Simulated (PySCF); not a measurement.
Vertical excitations of a molecule C2H6F2Si from PySCF with TDDFT-M06-2X/def2-SVPD, as energy in eV (oscillator strength): 8.43 (0.103), 9.19 (0.000), 9.42 (0.064), 9.56 (0.047), 10.20 (0.000), 10.31 (0.075), 10.43 (0.104), 10.70 (0.013), 10.71 (0.000), 10.91 (0.045). Lowest triplet (TDA): 8.26 eV. Coordinates come from a ωB97X-D3(BJ)/def2-SVP optimisation. The values are those of a single conformer.

Problem. Which structure fits?
A) CC(F)(F)[SiH3]
B) C[C@@H](F)[SiH2]F
C) C[Si@H](F)CF
D) C[Si](C)(F)F

Solution. D, C[Si](C)(F)F
